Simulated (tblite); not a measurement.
Species: C9H14Si.
Cartesian coordinates in Å at the GFN2-xTB level; atoms count from 1:
```
atom  x, y, z in Å
C1    -4.0127    0.7293    0.1377
C2    -2.7937    1.0652   -0.2785
C3    -1.5664    0.3355   -0.0450
C4    -0.3835    0.8358   -0.4497
C5     0.8794    0.1685   -0.1963
Si6    2.4665    1.1679   -0.4034
C7     3.9941    0.0722   -0.1572
C8     0.8498   -1.1230    0.1625
C9    -0.4408   -1.8765    0.2638
C10   -1.5768   -0.9632    0.7203
H11   -4.2089   -0.1563    0.7171
H12   -4.8684    1.3432   -0.0855
H13   -2.6707    1.9781   -0.8495
H14   -0.3443    1.7846   -0.9668
H15    2.4751    2.2620    0.5805
H16    2.4898    1.7447   -1.7576
H17    4.9022    0.6509   -0.2954
H18    4.0189   -0.7483   -0.8686
H19    4.0256   -0.3523    0.8418
H20    1.7597   -1.6790    0.3345
H21   -0.6776   -2.2869   -0.7266
H22   -0.3393   -2.7203    0.9495
H23   -2.5283   -1.4785    0.5936
H24   -1.4614   -0.7335    1.7864
```

Method: GFN2-xTB as coded in tblite; computed harmonic values from a numerical Hessian at the method's own geometry, unscaled. Errors from tens to a few hundred cm⁻¹ against measured bands are possible. Modes of hydrogen on silicon can be 10 to 20 % off. One conformer, not necessarily the lowest.

Harmonic wavenumbers (cm⁻¹): 32.1, 71.0, 104.0, 113.0, 148.0, 162.2, 192.4, 215.8, 271.1, 347.6, 383.9, 436.3, 445.6, 507.6, 525.7, 557.5, 602.9, 664.0, 681.7, 753.3, 776.8, 785.5, 792.2, 824.8, 827.3, 856.3, 865.8, 874.1, 935.7, 990.9, 1004.4, 1015.4, 1031.0, 1099.5, 1139.5, 1147.6, 1202.7, 1220.8, 1279.2, 1297.2, 1326.8, 1337.7, 1366.8, 1373.5, 1420.3, 1462.8, 1470.2, 1494.1, 1497.6, 1592.8, 1647.1, 1658.2, 2182.4, 2196.5, 2898.7, 2919.2, 2975.1, 3001.8, 3037.4, 3039.8, 3040.1, 3046.3, 3061.1, 3070.3, 3110.0, 3130.5.

A = 2607, B = 576.6, C = 483.7 MHz; mass 150.086 u (most abundant isotopes); point group C1, symmetry number 1.

Q: What is the zero-point energy?

A: ½Σν̃ = 42770 cm⁻¹ = 122.28 kcal/mol.

Q: Give the ideal-gas entropy at 500 K and 1 bar in the rigid-rotor, harmonic-oscillator model (classical rotation).

A: Translation 43.52, rotation 32.01, vibration 63.25: S = 138.8 cal/(mol K).

Q: And Cp and H(500 K) − H(0)?

A: Cp = 71.45 cal/(mol K), of which vibrations give 63.50 (their classical limit is 66 R = 131.2); H(500 K) − H(0) = 20.28 kcal/mol without the zero-point energy, 16.30 from vibrations.

Q: How do the functions run with temperature in this model?

A: 
| T (K) | S (cal/(mol K)) | Cp (cal/(mol K)) | H − H(0) (kcal/mol) | G − H(0) (kcal/mol) | ln q(vib) |
| --- | --- | --- | --- | --- | --- |
| 100 | 73.7 | 21.4 | 1.44 | -5.93 | 2.29 |
| 200 | 92.3 | 33.9 | 4.19 | -14.27 | 5.56 |
| 300 | 108.6 | 47.5 | 8.26 | -24.33 | 8.84 |
| 800 | 177.8 | 94.5 | 45.48 | -96.80 | 25.00 |
| 1000 | 200.0 | 104.4 | 65.42 | -134.63 | 30.97 |

q(vib) and H(0) count from the zero-point level.

Q: Blend soft modes into free rotors: weight 1/[1 + (100 cm⁻¹/ν̃)⁴] for the oscillator and the rest for a rotor with moment μB/(μ + B), μ = h/(8π²ν), B = 10⁻⁴⁴ kg m². What vibrational entropy results?

A: 58.79 cal/(mol K) in place of 63.25, which changes −T·S at 500 K by +2.23 kcal/mol.

Hindered rotation and anharmonicity are outside this model. Other conformers, if any are populated, would add a mixing term that is left out. The structure is chiral; the term R ln 2 for an equal mix with its mirror image is left out.
